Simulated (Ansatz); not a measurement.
Input for Ansatz (an electronic-structure program): U-PBE/def2-TZVPP on AlH3Se (SMILES [AlH2][SeH]), a point of a bond scan (R = 1.888 Å).

Ansatz 0.2 input:
```yaml
crystal:
  periodic: [false, false, false]
  atoms:
    - {symbol: Al, position_ang: [0.36409461, 0.02746235, -1.55730963]}
    - {symbol: H, position_ang: [-0.91104826, -0.68921111, -2.75102128]}
    - {symbol: H, position_ang: [1.74544102, 0.64238966, -1.99374994]}
    - {symbol: Se, position_ang: [-0.20119715, -0.03048168, 0.69657830]}
    - {symbol: H, position_ang: [1.06055664, 0.60674232, 1.10718226]}
basis:
  gaussian:
    orbitals: def2-TZVPP
hamiltonian:
  xc: {name: PBE}
magnetization: {spin_polarized: true, initial_magnetization: 0}
```

Question: Predict the final total energy.

Answer: -2645.2971 hartree.
